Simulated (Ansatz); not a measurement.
Basis-set series for C$_{6}$H$_{4}$OTi (`C#[C][Ti]([OH])([C]#C)[C]#C`). Total charge 0; spin multiplicity 1. Geometry: relaxed with PBE0-D4/def2-TZVP. It is one conformer, not always the lowest.

```tsv
functional	basis	functions	energy (Eh)	HOMO (eV)	LUMO (eV)
PBE0-D4	def2-SVP	149	-1154.67030	-7.88	-2.87
PBE0-D4	def2-QZVPP	612	-1155.17061	-7.98	-2.96
ωB97M-V	def2-SVP	149	-1155.06287	-10.04	-0.78
ωB97M-V	def2-QZVPP	612	-1155.57238	-10.16	-0.93
```

(1) Give the rows for def2-TZVPP. (Estimate.)

Answers

(1) Ansatz gave: 
```json
{"functional": "PBE0-D4", "basis": "def2-TZVPP", "functions": "337", "energy (Eh)": "-1155.13839", "HOMO (eV)": "-7.97", "LUMO (eV)": "-2.94"}
{"functional": "ωB97M-V", "basis": "def2-TZVPP", "functions": "337", "energy (Eh)": "-1155.54283", "HOMO (eV)": "-10.15", "LUMO (eV)": "-0.90"}
```

Scalar relativity is left out up to krypton.
